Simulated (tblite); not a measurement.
Species: C3H8ClFGe.
Numbering: `[CH3:1][CH2:2][Ge@H:3]([F:4])[CH2:5][Cl:6]` (hydrogens: H7, H8, H9 on C1; H10, H11 on C2; H12 on Ge3; H13, H14 on C5)

Computed with GFN2-xTB (tblite), gas phase: L-BFGS steps from a force-field or distance-geometry start until the largest atomic force falls under 0.01 eV/Å.

Step 47: E = -591.5985 eV
```
atom  x, y, z in Å  |  force x, y, z in eV/Å
C1     -1.6277    1.1015    0.1173   -0.002  -0.011  -0.013
C2     -0.8975    0.0446    0.9344    0.008  -0.009   0.002
Ge3     0.3252   -1.1132   -0.1284    0.035   0.045   0.023
F4      1.0640   -2.1726    1.0686    0.019  -0.022  -0.001
C5      1.8915   -0.1816   -0.9681   -0.010  -0.011  -0.015
Cl6     2.5733    0.9426    0.2240   -0.036  -0.001   0.004
H7     -0.9241    1.7724   -0.3714    0.018  -0.008   0.016
H8     -2.2723    1.6968    0.7618    0.001  -0.016  -0.009
H9     -2.2422    0.6353   -0.6497   -0.029   0.013  -0.015
H10    -1.6124   -0.6108    1.4356   -0.001   0.030   0.018
H11    -0.2882    0.5180    1.7070   -0.002  -0.014   0.002
H12    -0.2691   -2.1541   -1.0680   -0.013   0.014  -0.011
H13     1.6023    0.4018   -1.8383    0.023  -0.017  -0.007
H14     2.6765   -0.8812   -1.2468   -0.013   0.006   0.005
```

Step 48: E = -591.5988 eV
```
atom  x, y, z in Å  |  force x, y, z in eV/Å
C1     -1.6307    1.1035    0.1207   -0.002  -0.003  -0.018
C2     -0.8986    0.0442    0.9329    0.003  -0.007   0.004
Ge3     0.3258   -1.1103   -0.1317    0.026   0.010   0.045
F4      1.0630   -2.1717    1.0680    0.010  -0.005  -0.017
C5      1.8949   -0.1839   -0.9685   -0.008  -0.010  -0.017
Cl6     2.5701    0.9513    0.2157   -0.031   0.011   0.017
H7     -0.9283    1.7756   -0.3677    0.021  -0.006   0.013
H8     -2.2733    1.6974    0.7687    0.003  -0.018  -0.006
H9     -2.2482    0.6408   -0.6462   -0.022   0.009  -0.011
H10    -1.6136   -0.6130    1.4318    0.005   0.025   0.021
H11    -0.2887    0.5147    1.7069   -0.007  -0.013   0.000
H12    -0.2656   -2.1536   -1.0712   -0.013   0.019  -0.010
H13     1.6111    0.3904   -1.8458    0.017  -0.007  -0.020
H14     2.6813   -0.8858   -1.2357   -0.001  -0.005  -0.001
```

Step 49: E = -591.5991 eV
```
atom  x, y, z in Å  |  force x, y, z in eV/Å
C1     -1.6333    1.1050    0.1237    0.000   0.002  -0.018
C2     -0.8996    0.0435    0.9317   -0.004  -0.003   0.004
Ge3     0.3272   -1.1074   -0.1337    0.007  -0.026   0.050
F4      1.0615   -2.1713    1.0675    0.004   0.006  -0.027
C5      1.8983   -0.1863   -0.9689   -0.002  -0.004  -0.014
Cl6     2.5668    0.9609    0.2071   -0.029   0.015   0.023
H7     -0.9314    1.7780   -0.3641    0.020  -0.004   0.009
H8     -2.2739    1.6976    0.7749    0.005  -0.017  -0.004
H9     -2.2540    0.6458   -0.6430   -0.012   0.005  -0.007
H10    -1.6147   -0.6148    1.4285    0.007   0.016   0.023
H11    -0.2895    0.5112    1.7074   -0.011  -0.007  -0.001
H12    -0.2630   -2.1511   -1.0752   -0.009   0.027  -0.003
H13     1.6192    0.3787   -1.8533    0.013   0.002  -0.031
H14     2.6859   -0.8903   -1.2248    0.010  -0.014  -0.004
```

Step 50: E = -591.5994 eV
```
atom  x, y, z in Å  |  force x, y, z in eV/Å
C1     -1.6357    1.1062    0.1264    0.004   0.003  -0.012
C2     -0.9008    0.0428    0.9310   -0.009   0.001   0.002
Ge3     0.3289   -1.1045   -0.1343   -0.017  -0.052   0.036
F4      1.0600   -2.1721    1.0660    0.004   0.011  -0.028
C5      1.9016   -0.1886   -0.9691    0.004   0.004  -0.008
Cl6     2.5631    0.9725    0.1974   -0.028   0.015   0.022
H7     -0.9337    1.7797   -0.3606    0.016  -0.001   0.004
H8     -2.2744    1.6973    0.7807    0.006  -0.013  -0.002
H9     -2.2599    0.6506   -0.6399    0.003   0.000  -0.003
H10    -1.6162   -0.6162    1.4260    0.006   0.004   0.025
H11    -0.2907    0.5073    1.7086   -0.013   0.004  -0.001
H12    -0.2609   -2.1462   -1.0802   -0.005   0.034   0.007
H13     1.6272    0.3657   -1.8613    0.009   0.008  -0.037
H14     2.6907   -0.8950   -1.2127    0.019  -0.017  -0.004
```

Problem. Estimate the geometry and energy of step 51. (The exact step hangs on the optimiser's Hessian estimate; all steps are aligned on step 50, rigid shifts and turns removed.)

Solution. E = -591.5998 eV, largest force 0.068 eV/Å
```
atom  x, y, z in Å  |  force x, y, z in eV/Å
C1     -1.6372    1.1069    0.1281    0.011   0.001  -0.004
C2     -0.9020    0.0422    0.9313   -0.011   0.000   0.001
Ge3     0.3303   -1.1026   -0.1333   -0.036  -0.057   0.007
F4      1.0597   -2.1747    1.0628    0.007   0.007  -0.019
C5      1.9043   -0.1904   -0.9688    0.005   0.008   0.001
Cl6     2.5595    0.9842    0.1881   -0.028   0.010   0.019
H7     -0.9343    1.7800   -0.3578    0.009   0.004  -0.001
H8     -2.2747    1.6967    0.7846    0.007  -0.003   0.001
H9     -2.2642    0.6541   -0.6377    0.018  -0.006  -0.001
H10    -1.6181   -0.6163    1.4252    0.003  -0.011   0.026
H11    -0.2922    0.5041    1.7105   -0.015   0.018  -0.001
H12    -0.2600   -2.1394   -1.0853   -0.002   0.034   0.014
H13     1.6336    0.3537   -1.8683    0.007   0.011  -0.038
H14     2.6946   -0.8990   -1.2015    0.026  -0.016  -0.003
```

The energy changes by -0.0004 eV. The first-order estimate −F·Δx gives -0.0005 eV and the mean of the old and new forces, exact on a quadratic surface, -0.0004 eV. The step makes an angle of 81° with the force vector and moves no atom by more than 0.015 Å.

The cost below is that of the whole relaxation. Time: 0.91 s. Hardware: an Arm Neoverse N1 with one thread (shared host).
